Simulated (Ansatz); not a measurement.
The cluster Na3Br4⁺. The state is a singlet with charge 1. Geometry r2SCAN-D4/def2-SVP, that of the neutral doublet.

```xyz
7

Na    0.4860   -1.6315    1.3236
Na    2.1062    1.7302   -0.4059
Na   -1.7876    0.5771   -1.0588
Br   -2.2138   -0.6831    1.4795
Br    2.7697   -0.2588    1.2501
Br   -1.2829   -2.2406   -0.8529
Br   -0.0776    2.5066   -1.7355
```

At PBE-D4/def2-TZVP, BLYP-D4/def2-TZVP an occupied level lies above an empty one. The structure comes from a short search, and lower isomers may exist.

Task: Estimate the orbital energies around the gap (eV) in Ansatz with PBE-D4/def2-TZVP, BLYP-D4/def2-TZVP, PBE0-D4/def2-TZVP.

Result: 
```json
{"orbital": "HOMO−5", "PBE-D4/def2-TZVP": "-11.03", "BLYP-D4/def2-TZVP": "-10.86", "PBE0-D4/def2-TZVP": "-12.03"}
{"orbital": "HOMO−4", "PBE-D4/def2-TZVP": "-10.90", "BLYP-D4/def2-TZVP": "-10.73", "PBE0-D4/def2-TZVP": "-11.90"}
{"orbital": "HOMO−3", "PBE-D4/def2-TZVP": "-10.82", "BLYP-D4/def2-TZVP": "-10.65", "PBE0-D4/def2-TZVP": "-11.84"}
{"orbital": "HOMO−2", "PBE-D4/def2-TZVP": "-10.62", "BLYP-D4/def2-TZVP": "-10.45", "PBE0-D4/def2-TZVP": "-11.61"}
{"orbital": "HOMO−1", "PBE-D4/def2-TZVP": "-10.61", "BLYP-D4/def2-TZVP": "-10.45", "PBE0-D4/def2-TZVP": "-11.38"}
{"orbital": "HOMO", "PBE-D4/def2-TZVP": "-10.57", "BLYP-D4/def2-TZVP": "-10.41", "PBE0-D4/def2-TZVP": "-11.34"}
{"orbital": "LUMO", "PBE-D4/def2-TZVP": "-10.59", "BLYP-D4/def2-TZVP": "-10.42", "PBE0-D4/def2-TZVP": "-10.64"}
{"orbital": "LUMO+1", "PBE-D4/def2-TZVP": "-5.21", "BLYP-D4/def2-TZVP": "-5.17", "PBE0-D4/def2-TZVP": "-4.57"}
{"orbital": "LUMO+2", "PBE-D4/def2-TZVP": "-4.28", "BLYP-D4/def2-TZVP": "-4.28", "PBE0-D4/def2-TZVP": "-3.62"}
{"orbital": "LUMO+3", "PBE-D4/def2-TZVP": "-4.24", "BLYP-D4/def2-TZVP": "-4.24", "PBE0-D4/def2-TZVP": "-3.58"}
{"orbital": "LUMO+4", "PBE-D4/def2-TZVP": "-3.73", "BLYP-D4/def2-TZVP": "-3.60", "PBE0-D4/def2-TZVP": "-3.08"}
{"orbital": "LUMO+5", "PBE-D4/def2-TZVP": "-3.51", "BLYP-D4/def2-TZVP": "-3.44", "PBE0-D4/def2-TZVP": "-2.98"}
```
